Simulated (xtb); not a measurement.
C$_{2}$H$_{8}$N (SMILES C[NH2+]C), charge +1, singlet, from a rough starting geometry; GFN2-xTB in xtb.

xtb was given this input:
```
$ xtb mol.xyz --gfn 2 --chrg 1 --opt vtight --json

# file mol.xyz
11

C      1.17243751     0.46138730    -0.18940801
N      0.13811160    -0.58977611     0.00425778
C     -1.25201234    -0.01927285     0.18651065
H      2.07450353     0.02709194    -0.28706227
H      0.90091195     1.07675678    -1.04333569
H      1.18831744     1.08706203     0.72202314
H      0.37704350    -1.21571876     0.74534454
H      0.15360521    -1.19491643    -0.79850944
H     -1.93792436    -0.88185447     0.27426385
H     -1.26051547     0.66114366     1.08164892
H     -1.53654033     0.54627975    -0.69066340
```

It wrote (shortened):

```
   ID    Z sym.   atoms
    1    6 C      1, 3
    2    7 N      2
    3    1 H      4-11

           -------------------------------------------------
          |                Calculation Setup                |
           -------------------------------------------------

           -------------------------------------------------
          |                 G F N 2 - x T B                 |
           -------------------------------------------------

          ...................................................
          :                      SETUP                      :
          :.................................................:
          :  # basis functions                  20          :
          :  # atomic orbitals                  20          :
          :  # shells                           14          :
          :  # electrons                        20          :
          :  max. iterations                   250          :
          :  Hamiltonian                  GFN2-xTB          :
          :  restarted?                      false          :
          :  GBSA solvation                  false          :
          :  PC potential                    false          :
          :  electronic temp.          300.0000000     K    :
          :  accuracy                    1.0000000          :
          :  -> integral cutoff          0.2500000E+02      :
          :  -> integral neglect         0.1000000E-07      :
          :  -> SCF convergence          0.1000000E-05 Eh   :
          :  -> wf. convergence          0.1000000E-03 e    :
          :  Broyden damping             0.4000000          :
          :  net charge                          1          :
          :  unpaired electrons                  0          :
          ...................................................

 iter      E             dE          RMSdq      gap      omega  full diag
   1    -10.9080133 -0.109080E+02  0.374E+00   11.44       0.0  T
   2    -10.9963014 -0.882882E-01  0.234E+00   10.85       1.0  T
   3    -10.9978296 -0.152814E-02  0.149E+00   10.78       1.0  T
   4    -10.9981811 -0.351516E-03  0.178E-01   10.71       1.0  T
   5    -10.9981913 -0.102327E-04  0.765E-02   10.72       1.0  T
   6    -10.9981933 -0.196018E-05  0.112E-02   10.73       2.7  T
   7    -10.9981934 -0.950700E-07  0.473E-03   10.73       6.4  T
   8    -10.9981934 -0.166005E-07  0.529E-04   10.73      57.0  T
   9    -10.9981934 -0.230347E-09  0.141E-04   10.73     213.3  T

   *** convergence criteria satisfied after 9 iterations ***

         :::::::::::::::::::::::::::::::::::::::::::::::::::::
         ::                     SUMMARY                     ::
         :::::::::::::::::::::::::::::::::::::::::::::::::::::
         :: total energy             -10.831748052467 Eh    ::
         :: gradient norm              0.113232046418 Eh/a0 ::
         :: HOMO-LUMO gap             10.733723615305 eV    ::
         ::.................................................::
         :: SCC energy               -10.998192200674 Eh    ::
         :: -> isotropic ES            0.106966091643 Eh    ::
         :: -> anisotropic ES         -0.009482120597 Eh    ::
         :: -> anisotropic XC          0.010158500605 Eh    ::
         :: -> dispersion             -0.003024863579 Eh    ::
         :: repulsion energy           0.166444148207 Eh    ::
         :: add. restraining           0.000000000000 Eh    ::
         :: total charge               1.000000000000 e     ::
         :::::::::::::::::::::::::::::::::::::::::::::::::::::

      -----------------------------------------------------------
     |                   =====================                   |
     |                        A N C O P T                        |
     |                   =====================                   |
     |               Approximate Normal Coordinate               |
     |                Rational Function Optimizer                |
      -----------------------------------------------------------
      -----------------------------------------------------------
     |                   =====================                   |
     |                        A N C O P T                        |
     |                   =====================                   |
     |               Approximate Normal Coordinate               |
     |                Rational Function Optimizer                |
      -----------------------------------------------------------

          ...................................................
          :                      SETUP                      :
          :.................................................:
          :   optimization level         verytight          :
          :   max. optcycles                   220          :
          :   ANC micro-cycles                  20          :
          :   degrees of freedom                27          :
          :.................................................:
          :   RF solver                   davidson          :
          :   write xtbopt.log                true          :
          :   linear?                        false          :
          :   energy convergence         0.1000000E-06 Eh   :
          :   grad. convergence          0.2000000E-03 Eh/α :
          :   maxmium RF displ.          1.0000000          :
          :   Hlow (freq-cutoff)         0.1000000E-01      :
          :   Hmax (freq-cutoff)         5.0000000          :
          :   S6 in model hess.         20.0000000          :
          ...................................................

generating ANC from exact Hessian ...
Using Lindh-Hessian (1995)
 Shifting diagonal of input Hessian by    0.0000000000000000
 Lowest  eigenvalues of input Hessian
    0.000000    0.000000    0.000000    0.000000    0.000000    0.000000
    0.010778    0.014796    0.015681    0.047586    0.053815    0.057102
[...]
 * total energy  :   -10.8317481 Eh     change       -0.1096208E-09 Eh
 * total energy  :   -10.8405904 Eh     change       -0.8842307E-02 Eh
 * total energy  :   -10.8413690 Eh     change       -0.7786172E-03 Eh
 * total energy  :   -10.8414250 Eh     change       -0.5606869E-04 Eh
 * total energy  :   -10.8414332 Eh     change       -0.8143634E-05 Eh
 * total energy  :   -10.8414356 Eh     change       -0.2430070E-05 Eh
 * total energy  :   -10.8414363 Eh     change       -0.7175247E-06 Eh
 * total energy  :   -10.8414366 Eh     change       -0.2668111E-06 Eh
 * total energy  :   -10.8414367 Eh     change       -0.5491019E-07 Eh
   *** GEOMETRY OPTIMIZATION CONVERGED AFTER 9 ITERATIONS ***
[...]
   2    -10.9952158 -0.710543E-14  0.190E-06   11.18   15880.7  T
   3    -10.9952158  0.888178E-14  0.361E-07   11.18   83633.8  T

   *** convergence criteria satisfied after 3 iterations ***

         :::::::::::::::::::::::::::::::::::::::::::::::::::::
         ::                     SUMMARY                     ::
         :::::::::::::::::::::::::::::::::::::::::::::::::::::
         :: total energy             -10.841436658510 Eh    ::
         :: gradient norm              0.000064453640 Eh/a0 ::
         :: HOMO-LUMO gap             11.175617746501 eV    ::
         ::.................................................::
         :: SCC energy               -10.995214603409 Eh    ::
         :: -> isotropic ES            0.107306932421 Eh    ::
         :: -> anisotropic ES         -0.010537920648 Eh    ::
         :: -> anisotropic XC          0.010186557292 Eh    ::
         :: -> dispersion             -0.003029538735 Eh    ::
         :: repulsion energy           0.153777944899 Eh    ::
         :: add. restraining           0.000000000000 Eh    ::
         :: total charge               1.000000000000 e     ::
         :::::::::::::::::::::::::::::::::::::::::::::::::::::

           -------------------------------------------------
          |                Property Printout                |
           -------------------------------------------------

    * Orbital Energies and Occupations

         #    Occupation            Energy/Eh            Energy/eV
      -------------------------------------------------------------
         1        2.0000           -0.9028634             -24.5682
         2        2.0000           -0.8565483             -23.3079
         3        2.0000           -0.8327697             -22.6608
         4        2.0000           -0.8094895             -22.0273
         5        2.0000           -0.7626399             -20.7525
         6        2.0000           -0.7445966             -20.2615
         7        2.0000           -0.6831272             -18.5888
         8        2.0000           -0.6818726             -18.5547
         9        2.0000           -0.6734847             -18.3265
        10        2.0000           -0.6691781             -18.2093 (HOMO)
        11                         -0.2584817              -7.0336 (LUMO)
        12                         -0.1551557              -4.2220
        13                         -0.1515281              -4.1233
        14                         -0.1149782              -3.1287
        15                         -0.0452937              -1.2325
        16                         -0.0106725              -0.2904
        17                          0.0211033               0.5743
        18                          0.0214975               0.5850
        19                          0.0346762               0.9436
        20                          0.0415633               1.1310
      -------------------------------------------------------------
                  HL-Gap            0.4106964 Eh           11.1756 eV
             Fermi-level           -0.4638299 Eh          -12.6215 eV

     #   Z          covCN         q      C6AA      α(0)
     1   6 C        3.687    -0.102    22.667     6.815
     2   7 N        3.529    -0.008    21.410     6.872
     3   6 C        3.687    -0.102    22.667     6.815
     4   1 H        0.925     0.115     1.657     2.013
     5   1 H        0.925     0.119     1.618     1.989
     6   1 H        0.925     0.119     1.618     1.989
     7   1 H        0.859     0.253     0.872     1.463
     8   1 H        0.859     0.253     0.872     1.463
     9   1 H        0.925     0.115     1.657     2.013
    10   1 H        0.925     0.119     1.618     1.989
    11   1 H        0.925     0.119     1.618     1.989

 Mol. C6AA /au·bohr⁶  :        558.941783
 Mol. C8AA /au·bohr⁸  :      11220.387957
 Mol. α(0) /au        :         35.410584

Wiberg/Mayer (AO) data.
largest (>0.10) Wiberg bond orders for each atom

 ---------------------------------------------------------------------------
     #   Z sym  total        # sym  WBO       # sym  WBO       # sym  WBO
 ---------------------------------------------------------------------------
     1   6 C    3.897 --     4 H    0.974     6 H    0.974     5 H    0.974
                             2 N    0.958
     2   7 N    3.743 --     3 C    0.958     1 C    0.958     7 H    0.913
                             8 H    0.913
     3   6 C    3.897 --     9 H    0.974    11 H    0.974    10 H    0.974
                             2 N    0.958
     4   1 H    0.987 --     1 C    0.974
     5   1 H    0.986 --     1 C    0.974
     6   1 H    0.986 --     1 C    0.974
     7   1 H    0.936 --     2 N    0.913
     8   1 H    0.936 --     2 N    0.913
     9   1 H    0.987 --     3 C    0.974
    10   1 H    0.986 --     3 C    0.974
    11   1 H    0.986 --     3 C    0.974
 ---------------------------------------------------------------------------

Topologies differ in total number of bonds
Writing topology from bond orders to xtbtopo.mol

molecular dipole:
                 x           y           z       tot (Debye)
 q only:        0.135      -0.635      -0.009
   full:        0.183      -0.865      -0.013       2.247
molecular quadrupole (traceless):
                xx          xy          yy          xz          yz          zz
 q only:        1.797       0.368       0.155      -0.557      -0.086      -1.952
  q+dip:       -0.071      -0.154       0.622      -0.068       0.003      -0.552
   full:        0.538      -0.016       0.620      -0.249      -0.025      -1.158

optimized geometry written to: xtbopt.xyz

           -------------------------------------------------
          | TOTAL ENERGY              -10.841436658510 Eh   |
          | GRADIENT NORM               0.000064453640 Eh/α |
          | HOMO-LUMO GAP              11.175617746501 eV   |
           -------------------------------------------------
```
